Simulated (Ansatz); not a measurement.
Total energies of C₃H₉FHfO₃ (`CC(C)[O][Hf]([OH])([OH])[F]`).

```xyz
17

C     1.075    0.877    1.612
C     0.211   -0.306    1.221
C    -1.243   -0.107    1.604
O     0.312   -0.533   -0.157
Hf    0.387   -0.537   -2.069
O    -1.111   -1.502   -2.797
O     0.423    1.272   -2.728
F     2.013   -1.422   -2.600
H     2.114    0.705    1.325
H     1.038    1.044    2.692
H     0.723    1.783    1.111
H     0.589   -1.202    1.731
H    -1.842   -0.966    1.293
H    -1.347    0.012    2.685
H    -1.643    0.787    1.118
H    -1.909   -2.008   -2.900
H     0.209    2.102   -3.140
```

Charge 0, multiplicity 1. Correlated methods include outer-core shells of Hf, which these sets cover unevenly. Hf: def2 effective core potential. All single points use the PBE0-D4/def2-TZVP geometry. It is one conformer, not always the lowest. Basis def2-TZVPP, Ansatz 0.2.0.

RPA on PBE orbitals: Hartree–Fock energy of these orbitals -490.74336 Eh, correlation -2.80720 Eh (frozen core).

| functional | energy without D4 (Eh) | D4 term (kJ/mol) |
| --- | --- | --- |
| LDA (SPW92) | -490.28793 | – |
| PBE | -493.28760 | -33.5 |
| BLYP | -493.63947 | -71.2 |
| B97M-V | -493.67530 | – |
| PBE0 | -493.27014 | -28.8 |
| B3LYP | -493.79685 | -53.0 |
| r2SCAN0 | -493.46558 | -10.7 |
| HSE06 (plane-wave form) | -493.24719 | -27.0 |
| BHLYP | -493.44332 | -41.1 |
| LC-ωPBE | -493.53764 | – |
| ωB97X-V | -493.60474 | – |
| ωB97M-V | -493.53580 | – |
| B2PLYP | -493.36275 | – |
| PBE-QIDH | -493.13926 | – |

Give the same for revPBE, r2SCAN, r2SCANh, CAM-B3LYP. (Best estimate.)

The calculation gave: 
```
functional  energy without D4 (Eh)  D4 term (kJ/mol)
    revPBE              -493.66443             -97.5
    r2SCAN              -493.57107              -9.2
   r2SCANh              -493.52788              -9.8
 CAM-B3LYP              -493.57413             -29.4
```

B3LYP takes the VWN-RPA correlation (the form of Gaussian; ORCA's B3LYP/G). HSE06 is the plane-wave form, built on full-range PBE exchange. The double hybrids freeze the cores in their second-order part.

LC-ωPBE has ω = 0.4 bohr⁻¹.
